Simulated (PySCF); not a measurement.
## Name the molecule from its bond curve

A diatomic of charge +1 contains As. Its doublet curve at UHF-MP2 in a double-zeta basis (no relativity, PySCF), in eV from the separated fragments:

```
R (Å)  E (eV)
1.323  -2.258
1.385  -2.549
1.447  -2.708
1.493  -2.758
1.539  -2.762
1.585  -2.728
1.647  -2.637
1.724  -2.467
1.816  -2.209
1.939  -1.769
```

The fit gives ωe = 2296 cm⁻¹ and the rotational constant Bₑ = 7.339 cm⁻¹.

Which atom is the partner?

The minimum lies at 1.520 Å, so the reduced mass is 16.8576 u Å² cm⁻¹/(Bₑ·Re²) = 0.9942 u. With As at 74.92 u the partner weighs about 1.0 u: H. The molecule is AsH⁺.

Correlated steps freeze 9 core orbitals. Spin–orbit coupling is left out. The state is the lowest determinant that a PBE0 search found; another state may lie lower at other levels.
